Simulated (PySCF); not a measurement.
PySCF 2.14 output of an unrestricted wB97M-V calculation on a single atom or ion in aug-cc-pVTZ-PP with ECP28MDF (6s6p5d3f2g, 88 functions), with scalar relativity through the core potential:

```
SCF conv_tol = 1e-09
number electrons alpha = 11  beta = 9
    N. Mardirossian and M. Head-Gordon.,  J. Chem. Phys. 144, 214110 (2016)
cycle= 1 E= -167.123829642407  delta_E= -0.00972  |g|= 0.0375  |ddm|= 0.956
cycle= 2 E= -167.124838421084  delta_E= -0.00101  |g|= 0.00916  |ddm|= 0.417
cycle= 3 E= -167.124898109079  delta_E= -5.97e-05  |g|= 0.00305  |ddm|= 0.0828
cycle= 4 E= -167.124907306957  delta_E= -9.2e-06  |g|= 0.00116  |ddm|= 0.0188
cycle= 5 E= -167.124909494353  delta_E= -2.19e-06  |g|= 0.000411  |ddm|= 0.00779
cycle= 6 E= -167.124910129874  delta_E= -6.36e-07  |g|= 0.000151  |ddm|= 0.00631
cycle= 7 E= -167.124910211635  delta_E= -8.18e-08  |g|= 3.19e-05  |ddm|= 0.00211
cycle= 8 E= -167.124910215354  delta_E= -3.72e-09  |g|= 4.03e-06  |ddm|= 0.000599
cycle= 9 E= -167.124910215391  delta_E= -3.64e-11  |g|= 1.76e-06  |ddm|= 9.37e-05
converged SCF energy = -167.124910215391  <S^2> = 2.0007499  2S+1 = 3.0004999
```

The run itself started from symmetry-adapted Hartree-Fock orbitals and held the occupation by maximum overlap, on a logarithmic radial grid, so the iterations belong to that start.

Question: Which element, charge and spin multiplicity is this?

Answer: Cd (cadmium, neutral), multiplicity 3; the state was [Kr] 4d9 5s2 6s1, high-spin 3D determinant (an excited configuration).

Energies and moments cover only the electrons outside the core potential. The outer electron is Rydberg-like, and this basis confines it to a smaller radius and binds it less than a complete one would.
